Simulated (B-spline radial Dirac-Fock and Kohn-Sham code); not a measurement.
## Dipole and non-dipole photoemission parameters of S⁴⁺ 3s

System: S⁴⁺, 1s2 2s2 2p6 3s2; threshold 71.73 eV (orbital energy of the model). These are calculated numbers from a radial atomic solver; the model is Dirac-Hartree-Slater photoionisation with a Latter tail; cross sections with all multipoles, angular parameters from the dipole term and its interference with E2.

For linearly polarised light dσ/dΩ = σ/(4π) [1 + β P₂(cos θ) + (δ + γ cos²θ) sin θ cos φ], with θ from the polarisation vector and φ the angle between the beam and the projection of the electron momentum on the plane normal to the polarisation.

```csv
hν (eV),σ (kb),β,γ
80,449,2.000,0.182
100,336,2.000,0.141
144,199,2.000,0.069
167,156,2.000,0.040
176,144,2.000,0.031
186,133,2.000,0.022
200,119,2.000,0.011
353,45.4,2.000,-0.036
368,42.1,2.000,-0.035
487,25.0,2.000,-0.017
1000,6.14,2.000,0.160
1010,6.01,2.000,0.164
1253.6,3.82,2.000,0.255
1600,2.24,2.000,0.378
1890,1.54,2.000,0.474
1920,1.49,2.000,0.484
1950,1.44,2.000,0.494
2610,0.725,2.000,0.691
2930,0.548,2.000,0.778
3650,?,?,?
4450,0.193,2.000,1.130
4580,0.179,2.000,1.157
5414.7,0.116,2.000,1.319
6510,0.0713,2.000,1.513
6670,0.0668,2.000,1.540
8910,0.0303,2.000,1.884
11900,0.0134,1.999,2.269
12400,0.0120,1.999,2.328
15000,0.00691,1.999,2.612
```

Q: Give the values at 3650 eV.

A: σ = 0.319 kb, β = 2.000, γ = 0.955. For an s subshell δ is negligible.
